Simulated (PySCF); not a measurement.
## Working out the excitation energy of F⁺

F⁺ [He] 2s2 2p4 (3P) → F⁺ [He] 2s1 2p5 (3P). All numbers are calculated (PySCF 2.14, scalar relativity by spin-free X2C-1e, in ANO-RCC-VTZP (4s3p2d1f, 30 functions)). Frozen: nothing. Energies in hartree (1 hartree = 27.21139 eV):

```
             part  F⁺ (lower)  F⁺ (upper)
              UHF  -98.927041  -98.125294
MP2 opposite-spin   -0.108942   -0.140261
    MP2 same-spin   -0.035475   -0.040677
```

Task: What does Hartree-Fock give?

Result: (-98.125294) − (-98.927041) = 0.801747 hartree = 21.817 eV.

Task: What do MP2 and SCS-MP2 (6/5 opposite-spin, 1/3 same-spin) give?

Result: The opposite-spin parts differ by -0.852 eV and the same-spin parts by -0.142 eV. MP2: 21.817 + (-0.852) + (-0.142) = 20.823 eV. SCS-MP2: 21.817 + 1.2 × (-0.852) + (-0.142)/3 = 20.747 eV.

Measured between the centres of the two terms (NIST): 20.431 eV, so MP2 (valence and next inner shell) is off by 0.392 eV.

What remains against the reference includes basis incompleteness and correlation beyond second order.
